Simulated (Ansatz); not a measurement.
```xyz
10

Si   -1.0101    1.0603   -0.5459
B    -0.2697   -0.6605    0.1825
C     1.1441   -0.7214    0.8324
Br    1.5877   -1.2361   -1.0361
H    -2.0215    1.6072    0.4074
H     0.0515    2.0960   -0.7112
H    -1.6905    0.8829   -1.8585
H    -0.9346   -1.6535    0.2293
H     1.4330   -1.5575    1.4629
H     1.7103    0.1826    1.0373
```

Charge 0, multiplicity 1.

Task: List the CAM-B3LYP/def2-TZVPP orbital energies in eV (Ansatz 0.2.0). (Best estimate.)

Result: Computed: Occupied: -13141.84, -1800.26, -1703.30, -1535.08, -1534.99, -1534.97, -280.36, -239.37, -185.75, -180.34, -180.09, -180.02, -144.89, -100.22, -100.21, -100.18, -74.67, -74.61, -74.56, -74.35, -74.35, -25.23, -20.71, -17.02, -15.44, -14.61, -12.81, -11.47, -11.05, -10.66, -10.23, -10.12, -9.34. Lowest empty: -0.19, 0.62, 1.84, 2.39, 2.52, 2.57, 2.79, 3.16.
